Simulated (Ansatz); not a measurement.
Start from `C=CC(=N)F` and change one atom or group to get `N=C(F)BS`.

Ansatz, PBE0-D4/def2-TZVP geometries, multiplicity 1. Each molecule was computed in one conformer, which needn't be the lowest.

```csv
property,`C=CC(=N)F`
LUMO energy (B3LYP/def2-TZVPP) / eV,-1.71
LUMO energy (PBE/def2-TZVPP) / eV,-2.45
HOMO–LUMO gap (ωB97M-V/def2-TZVPP) / eV,10.96
HOMO energy (PBE0/def2-TZVPP) / eV,-8.10
size of the dipole moment (PBE/def2-TZVPP) / D,1.28
size of the dipole moment (ωB97M-V/def2-TZVPP) / D,1.37
```

Question: What does the change do to each property? (An estimate is asked.)

Answer: The calculation gave: 
| property | `N=C(F)BS` | shift |
| --- | --- | --- |
| LUMO energy (B3LYP/def2-TZVPP) / eV | -2.60 | -0.89 |
| LUMO energy (PBE/def2-TZVPP) / eV | -3.31 | -0.86 |
| HOMO–LUMO gap (ωB97M-V/def2-TZVPP) / eV | 10.32 | -0.64 |
| HOMO energy (PBE0/def2-TZVPP) / eV | -8.48 | -0.38 |
| size of the dipole moment (PBE/def2-TZVPP) / D | 0.63 | -0.65 |
| size of the dipole moment (ωB97M-V/def2-TZVPP) / D | 0.55 | -0.82 |

With PBE0 the HOMO falls by 0.38 eV and the LUMO falls by 0.94 eV, so the gap narrows by about 0.56 eV. PBE moves the HOMO by -0.33 eV and ωB97M-V by -0.37 eV. The zero-point energy changes by -53.2 kJ/mol with -3 modes. Dipoles are sizes alone; their direction can turn.

B3LYP here is the variant with VWN-RPA as its local correlation; programs differ in this.
